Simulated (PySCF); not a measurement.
Molecular orbitals of CsSn

r²SCAN at R = 3.595 Å; PySCF, scalar-relativistic core potentials, basis sets Cs def2-SVPD with ECP46, Sn def2-SVPD with ECP28. State: ⁴Σ⁻ (quartet), unpaired electrons σ ↑, π ↑↑. Only the outer orbitals are listed, counted within each symmetry, core potentials removing the inner ones.

```csv
spin,orbital,occ.,ε (eV),on Cs (%),main shells (%)
α,3π,1,-14.58,100,100 Cs p
α,3π,1,-14.58,100,100 Cs p
α,5σ,1,-14.50,98,98 Cs p
α,6σ,1,-9.56,2,98 Sn s
α,7σ,1,-3.17,20,"79 Sn p, 16 Cs s"
α,4π,1,-2.91,9,90 Sn p
α,4π,1,-2.91,9,90 Sn p
α,8σ,0,-1.41,91,"79 Cs s, 11 Cs p, 10 Sn p"
α,5π,0,-0.27,99,"82 Cs p, 16 Cs d"
α,5π,0,-0.27,99,"82 Cs p, 16 Cs d"
β,3π,1,-14.55,100,100 Cs p
β,3π,1,-14.55,100,100 Cs p
β,5σ,1,-14.40,100,100 Cs p
β,6σ,1,-7.59,1,99 Sn s
β,7σ,0,-1.24,77,"71 Cs s, 24 Sn p"
β,4π,0,-0.54,20,"79 Sn p, 12 Cs d, 8 Cs p"
β,4π,0,-0.54,20,"79 Sn p, 12 Cs d, 8 Cs p"
```

Which are the highest filled and the lowest empty level, where do they sit, and how wide is the gap?

Highest filled α 4π at -2.91 eV (in %: 90 Sn p); lowest empty α 8σ at -1.41 eV (in %: 79 Cs s, 11 Cs p, 10 Sn p); the gap at r²SCAN is 1.50 eV.

```
bond order (Mayer)                               : 0.66
⟨S²⟩                                             : 3.753
charge on Cs (Mulliken, basis-dependent)         : 0.62
charge on Cs (Löwdin, basis-dependent)           : 0.42
dipole moment (positive dipole means Cs(−)Sn(+)) : -10.82 D
```

Spin–orbit coupling is left out. The state is the lowest determinant that a PBE0 search found; another state may lie lower at other levels.
